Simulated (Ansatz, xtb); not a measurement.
# Ranking isomers of C4H6N2OS

3 gas-phase structures of C4H6N2OS, from a drawn sample of its isomers (lower ones may exist). Each was relaxed with GFN2-xTB:

A. `COc1nccn1S`, a singlet
B. `COc1cn(S)cn1`, a singlet
C. `COc1cncn1S`, a singlet

Q: Estimate their order in r2SCAN-D4/def2-SVP energy at these geometries, lowest first.

A: Calculated order at r2SCAN-D4/def2-SVP: B (0.0), A (1.8), C (30.1) kJ/mol. Less than 1 kcal/mol parts B and A, so the order within that pair means little.

Energies above the lowest of each column, in kJ/mol; the last columns are at B3LYP/def2-SVP geometries:

| structure | GFN2-xTB | HF/STO-3G | r2SCAN-D4/def2-SVP | B3LYP/def2-SVP | CCSD(T)/def2-SVP + ΔMP2/def2-TZVPP |
| --- | --- | --- | --- | --- | --- |
| B | 15.1 | 6.0 | 0.0 | 0.0 | 0.0 |
| A | 0.0 | 0.0 | 1.8 | 4.4 | 5.9 |
| C | 24.8 | 16.2 | 30.1 | 14.3 | 13.6 |

CCSD(T)/def2-SVP + ΔMP2/def2-TZVPP puts B lowest; GFN2-xTB picks A, HF/STO-3G picks A. Flexible structures stand in one conformer each, not always the lowest. A keeps a small imaginary mode. ΔMP2 is the change of the MP2 energy from the smaller to the larger basis.

Programs: Ansatz 0.2.0, xtb 6.7.1.
